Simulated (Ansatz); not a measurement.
C$_{2}$H$_{6}$Bi, doublet, at a GFN2-xTB geometry (such geometries of metal compounds can be far from the true shape) (the spin is typed, not shown lowest) (core potentials on Bi); B3LYP/def2-SVPD in Ansatz (a first-principles code).

Here is a job for Ansatz.
Ansatz 0.2 input:
```yaml
crystal:
  periodic: [false, false, false]
  atoms:
    - {symbol: Bi, position_ang: [0.18951034, -0.01120082, 0.22849228]}
    - {symbol: C, position_ang: [0.43930174, 0.24144710, -2.02292596]}
    - {symbol: H, position_ang: [1.09379276, -0.52558650, -2.41820207]}
    - {symbol: H, position_ang: [0.86211018, 1.21236792, -2.24977673]}
    - {symbol: H, position_ang: [-0.52983395, 0.15832871, -2.49392906]}
    - {symbol: C, position_ang: [-2.07710886, -0.14445632, 0.04802055]}
    - {symbol: H, position_ang: [-2.34362728, -0.98072930, -0.58528282]}
    - {symbol: H, position_ang: [-2.46230744, 0.76550277, -0.39350579]}
    - {symbol: H, position_ang: [-2.52264953, -0.28215982, 1.02526925]}
basis:
  gaussian:
    orbitals: def2-SVPD
hamiltonian:
  xc: b3lyp
magnetization: {spin_polarized: true, initial_magnetization: 1}
accuracy: high
```

Task: Predict the main parts of the log of this Ansatz run.

Result: 
```
Functional definition: B3LYP
2563 factors; integrals over basis functions are off by at most 3.2e-9 eV
mean field evaluation 1: about -7999.9380 eV, gradient 4.9e1 eV
mean field evaluation 2: about -7978.6834 eV, gradient 7.1e1 eV
mean field evaluation 4: about -8012.2623 eV, gradient 2.2e0 eV
mean field evaluation 8: about -8012.3604 eV, gradient 2.1e-1 eV
mean field evaluation 16: about -8012.3607 eV, gradient 7.3e-5 eV
mean field -8012.36066847 eV, -294.4488235930 hartree, gradient 4.5e-8 eV, S^2 0.752459; 0 other end points of the search recorded, 0 dependent functions left out
reference -8012.36071053 eV, -294.4488251386 hartree; 21, 20 occupied and 99, 100 virtual orbitals, 2563 factors
Total energy: -8012.36071053 eV, -294.4488251386 hartree
```
